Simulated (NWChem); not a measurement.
System: thionyl fluoride (SOF$_{2}$); SMILES O=S(F)F

```xyz
4

O      0.0060    -1.3711    -0.3899
S      0.0008    -0.1728     0.4034
F      1.1656     0.7801    -0.1864
F     -1.1723     0.7699    -0.1864
```
Atoms are numbered in this order, from 1.

Results from NWChem. Geometry optimised at PBE0/def2-SVP; all other runs use it. Pople sets run with spherical d functions.

| quantity | level | value |
|---|---|---|
| first 1s excitation (eV), O K edge, unshifted | PBE0/def2-TZVP, TDA | 520.0 |
| vertical ionisation energy, ΔSCF (eV) | PBE/6-31+G* | 12.37 |
| dipole in solution (D) in toluene | PBE0/def2-SVP, SMD | ___ |
| highest occupied level (eV) | BLYP/def2-SVP | ___ |
| dipole (D) | PBE0/def2-SVP | ___ |
| highest harmonic frequency (cm⁻¹) | PBE0/def2-SVP | 1364 |

**Question.** What belongs in the gaps?

**Answer.** 
- dipole in solution (D) in toluene, value: 1.97
- highest occupied level (eV), value: -7.70
- dipole (D), value: 1.85
